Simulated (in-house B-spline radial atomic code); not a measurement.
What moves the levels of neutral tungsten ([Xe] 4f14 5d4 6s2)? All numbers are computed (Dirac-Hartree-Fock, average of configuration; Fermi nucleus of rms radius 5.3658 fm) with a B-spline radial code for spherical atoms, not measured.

Baseline run (computed): total energy -16156.1355 hartree, 1s1/2 at -2571.274 hartree, 6s1/2 at -7.2568 eV with <r> = 3.395 bohr.

Scaling the speed of light c (a factor of 100 is close to the non-relativistic limit):

```tsv
c/c0	ΔE (hartree)	6s1/2 level (eV)	6s1/2 <r> (bohr)
0.9	-249.7	-7.63647	3.284
0.98	-42.324	-7.3186	3.376
1.02	39.286	-7.20042	3.412
2	675.84	-6.4002	3.707
100	869.07	-6.1959	3.799
```

Changing the nucleus:

```tsv
nucleus	ΔE (eV)
Gaussian nucleus of rms radius 5.3658 fm	-0.484
uniform spherical nucleus of rms radius 5.3658 fm	0.121
Gaussian nucleus of rms radius 0.01 fm	-69.2
Fermi nucleus of rms radius 5.2585 fm	-2.3
Fermi nucleus of rms radius 5.4731 fm	2.33
```

A larger nucleus binds the electrons less, roughly as the density at the nucleus times the change of the nuclear <r²>. At equal rms radius the shape enters only through higher moments. A radius of 0.01 fm is nearly a point.

Problem. The nuclear charge is raised by 0.1. What does the Hellmann-Feynman theorem predict for the energy, and what is found?

Solution. dE/dZ ≈ -Σ<1/r>, which is -545.401 at the start and -546.553 at the end; their mean times 0.1 is -54.598 hartree, and the two runs differ by -54.595 hartree.
